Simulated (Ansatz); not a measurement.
Ideal-gas functions of C₂H₅NSe, SMILES `C[Se]C=N` at 600 K and 1 bar, from an Ansatz frequency run at PBE0-D4/def2-TZVP.

Molar mass 122.03 g/mol, point group Cs (symmetry number 1), electronic degeneracy 1, moments of inertia 43.061, 161.288, 201.107 u Å². Harmonic wavenumbers (cm⁻¹, unscaled): 84, 121, 180, 388, 620, 656, 689, 915, 923, 1058, 1152, 1307, 1359, 1461, 1468, 1685, 3027, 3075, 3176, 3176, 3494.

Use S(trans) = R[1.5 ln M + 2.5 ln T − 1.1517]; rotational temperatures θ = 24.2544 K / I; S(rot) = R[ln(√π/σ · √(T³/θAθBθC)) + 1.5]; for each mode x = 1.438777 ν̃/T, S = R[x/(eˣ − 1) − ln(1 − e⁻ˣ)] and H = RT x/(eˣ − 1); 1 cm⁻¹ = 0.0119627 kJ/mol; R = 8.31446 J/(mol·K).

Question: By hand: the entropy, in J/(mol·K).

Answer: Translation 183.3. Rotation: θ = 0.5633, 0.1504, 0.1206 K, giving 116.1. Vibration, mode by mode: 21.65, 18.63, 15.36, 9.21, 5.74, 5.36, 5.03, 3.27, 3.22, 2.50, 2.09, 1.56, 1.41, 1.16, 1.14, 0.75, 0.05, 0.04, 0.04, 0.04, 0.02, in all 98.3. Electronic 0.0. Sum 397.7 J/(mol·K).

Question: By hand: H − E and G − E in kJ/mol, counted from the electronic energy.

Answer: Zero-point energy ½ × 30014 × 0.0119627 = 179.5; thermal vibration 29.6; translation, rotation and pV give 4 RT = 20.0. H − E = 229.1 kJ/mol, and G − E = 229.1 − 600 × 397.7/1000 = -9.5 kJ/mol.

Vibration gives 25 % of the entropy, 40.3 J/(mol·K) of it from the modes under 150 cm⁻¹: soft modes count most, and the harmonic formula is weakest for them. The sum counts one conformer and one mirror image; others add a mixing term.
